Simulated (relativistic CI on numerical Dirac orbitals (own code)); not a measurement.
# Spin-allowed bands of a d3 ion in an octahedral site, by hand

Problem. Take Δ = 14000 cm⁻¹ and B = 830 cm⁻¹ for a d3 ion in an octahedral site. Calculate the three spin-allowed bands.

Working.
1. The terms of highest spin are 4F (energy 0) and 4P (15B = 12450 cm⁻¹). Here the F term splits into A2 at −1.2Δ = -16800, T2 at −0.2Δ = -2800 and T1 at +0.6Δ = 8400 cm⁻¹.
2. The two T1 states mix through the element 0.4Δ: H = [[8400, 5600], [5600, 12450]], with roots ½(H₁₁ + H₂₂) ∓ ½√[(H₂₂ − H₁₁)² + 4H₁₂²] = ½(20850) ∓ ½(11910) = 4470 and 16380 cm⁻¹.
3. The ground term is 4A2 at -16800 cm⁻¹.
4. Bands: 4T2 14000 cm⁻¹ (714 nm), 4T1(F) 21270 cm⁻¹ (470 nm), 4T1(P) 33180 cm⁻¹ (301 nm).

Check. Exact diagonalisation of the whole d3 shell with these parameters gives 4T2 14000, 4T1 21270, 4T1 33180 cm⁻¹. The match is exact, since without spin-orbit coupling no other term has this spin. The ratio of the second band to the first, 1.519, depends on Δ/B = 16.9 alone, which is how a Tanabe-Sugano diagram is read.
